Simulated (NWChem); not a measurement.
F/C(Br)=C\F (C2HBrF2), optimised at PBE0/def2-SVP with NWChem:

highest occupied level (eV): -7.26
orbital gap (eV): 7.29
dipole (D): 1.51
highest harmonic frequency (cm⁻¹): 3266
zero-point energy (kcal/mol): 17.4

This build's default masses of Se (78.918 u) and Br (79.917 u) are each other's, which moves their modes by up to 0.6 %.

**Question.** One F atom is replaced by Cl, giving Br/C(Cl)=C/F (C2HBrClF), optimised at the same level. How do these values move?

**Answer.** 
| quantity | new value | change |
|---|---|---|
| highest occupied level (eV) | -7.21 | +0.05 |
| orbital gap (eV) | 6.91 | -0.38 |
| dipole (D) | 1.21 | -0.30 |
| highest harmonic frequency (cm⁻¹) | 3249 | -17 |
| zero-point energy (kcal/mol) | 16.4 | -1.0 |
